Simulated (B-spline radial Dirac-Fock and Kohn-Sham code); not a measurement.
## Photoabsorption cross section of Cu²⁴⁺ by shell

System: copper as Cu²⁴⁺, configuration 1s2 2s2 2p1.

The run's input, task.json:

```json
{"items": [{
  "Z": 29,
  "q": 24,
  "cfg": [[1, 0, 2], [2, 0, 2], [2, 1, 1]],
  "A": 63,
  "rrms": 3.8823,
  "do": ["binding", "quiet", "photo"],
  "hv": [21.22, 60, 82.4, 100, 102.0, 458.0, 800, 936.0, 987.0, 6020.0, 7070.0, 9251.7, 12000, 100000, 150000, 173000.0]
}]}
```

Command: `python xray_run.py task.json out`

Model: independent-particle photoionisation in a Dirac-Hartree-Slater potential with a Latter tail, all multipoles, thresholds from Dirac-Fock ΔSCF. Program: a radial atomic solver.

Computed thresholds (eV): K 10580.0, L1 2362.5, L2 2310.4, L3 2285.5.

```
photon energy (eV)  total (b)  K (%)  L (%)
              6020       7149      –  100.0
              7070       4771      –  100.0
            9251.7       2399      –  100.0
             12000      14010   91.3    8.7
            100000      30.49   90.2    9.8
            150000      8.850   90.1    9.9
            173000      5.737   90.0   10.0
```

Q: With what power of the photon energy does the total fall between 150000 and 173000 eV?

A: As E^-3.04. The non-relativistic Born limit for an s electron far above threshold is E^-3.5; near threshold and at relativistic energies the fall is slower.
